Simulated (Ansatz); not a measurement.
Isolated molecules relaxed with PBE0-D4/def2-TZVP in Ansatz; ΔE leaves out vibrations. CCSD(T)/CBS is the MP2 limit (def2-TZVPP, def2-QZVPP) plus CCSD(T) − MP2 in def2-TZVPP, frozen cores. Functionals use def2-TZVPP. For Se outer-core shells are correlated without core-valence functions, which leaves a few kJ/mol of doubt a bond. Scalar relativity is left out up to krypton. Each species was taken in one conformer, which may not be the lowest.

Consider the ligand exchange at the Si–S bond: `C[SiH2]S[SiH](Cl)Cl` + `C[SeH]` → `C[SiH2][Se]C` + `S[SiH](Cl)Cl`.

`C[SiH2]S[SiH](Cl)Cl`:

```xyz
12

C     1.474   -0.409    0.767
Si   -0.015    0.557    1.320
S    -1.863   -0.148    0.446
Si   -1.425   -0.140   -1.609
Cl   -0.338    1.505   -2.161
Cl   -0.357   -1.788   -2.185
H     1.330   -1.478    0.935
H     1.682   -0.252   -0.293
H     2.347   -0.081    1.338
H    -0.277    0.374    2.770
H     0.136    2.003    1.029
H    -2.694   -0.143   -2.357
```

`C[SeH]`:

Cartesian coordinates in Å:
```
C -0.524 -0.008 -0.155
Se 1.394 0.214 -0.420
H -0.751 -1.023 0.163
H -0.983 0.178 -1.124
H -0.896 0.717 0.565
H 1.760 -0.079 0.972
```

`C[SiH2][Se]C`:

Cartesian coordinates in Å:
```
C 0.937 1.445 0.502
Si -0.111 0.102 1.269
Se 0.103 -1.900 0.214
C -0.679 -1.352 -1.496
H 0.655 1.616 -0.539
H 0.805 2.385 1.045
H 1.994 1.172 0.530
H -1.542 0.515 1.243
H 0.300 -0.162 2.672
H -0.047 -0.616 -1.988
H -1.681 -0.956 -1.341
H -0.735 -2.248 -2.111
```

`S[SiH](Cl)Cl`:

```xyz
6

S     1.423    0.203   -0.952
Si   -0.437    0.037    0.038
Cl   -1.830   -0.175   -1.432
Cl   -0.493   -1.574    1.291
H     2.107    0.291    0.203
H    -0.771    1.219    0.852
```

| level | ΔE (eV) |
| --- | --- |
| PBE0-D4 | 0.10 |
| ωB97X-V | 0.11 |
| r2SCAN | 0.08 |
| PBE0 | 0.04 |
| SCS-MP2/def2-TZVPP | 0.09 |
| SCS-MP2/def2-QZVPP | 0.08 |
| HF/CBS(def2) | 0.02 |
| MP2/CBS(def2) | 0.09 |

Q: What does CCSD(T)/CBS give? (Estimate.)

A: Computed: +0.08 eV. The listed levels differ from it by 0.02, 0.03, 0.00, -0.04, 0.01, 0.00, -0.06, 0.01 eV.

Largest T1 diagnostic among the species: 0.010.

In def2-TZVPP, CCSD(T) changes the Hartree–Fock value by +0.07 eV (the triples alone add +0.02 eV) and MP2 by +0.09 eV. The D4 term adds +0.10 eV with B3LYP and +0.06 eV with PBE0; it sums over pairs of atoms, weighted by their polarisabilities, and B3LYP, whose exchange is more repulsive, gets the larger term.

B3LYP here is the variant with VWN-RPA as its local correlation; programs differ in this.
